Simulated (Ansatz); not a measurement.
Species: LiO (charge 0, doublet). 
Geometry from a B3LYP-D3(BJ)/def2-TZVP (Ansatz, an electronic-structure program) optimisation:
```xyz
2

Li     0.0000     0.0000    -1.2241
O      0.0000     0.0000     0.4590
```
Charge 0, spin multiplicity 2.

Property: atomisation energy (electronic, to ground-state atoms), in eV. Cores are frozen in the correlated levels unless marked. Open shells are spin-unrestricted. Spin-orbit coupling is left out. Non-relativistic. The coupled-cluster limit lacks core correlation, which all-electron functionals hold. CBS marks a two-point X^-3 extrapolation of the correlation energy; Hartree-Fock from the larger set. The bracket is a focal-point correction in the basis named.

```tsv
level	program	atomisation energy (eV)	minus last row
HF/def2-SVP	Ansatz	1.68	-1.96
BLYP/def2-TZVPD	Ansatz	3.84	0.20
HSE06-D4/def2-TZVPD	Ansatz + dftd4	3.49	-0.15
PBE-QIDH/def2-TZVPD	Ansatz	3.38	-0.26
MP2/6-31G*	Ansatz	3.08	-0.56
MP2/def2-SVP	Ansatz	3.00	-0.64
SCS-MP2/6-31G*	Ansatz	3.04	-0.60
SCS-MP2/def2-SVP	Ansatz	2.96	-0.68
RI-MP2/CBS(def2-TZVPPD,def2-QZVPPD)+[CCSD(T)-MP2]/def2-TZVPPD	Ansatz	3.63	-0.01
CCSD(T)/CBS(def2-TZVPPD,def2-QZVPPD)	Ansatz	3.64	0.00
```
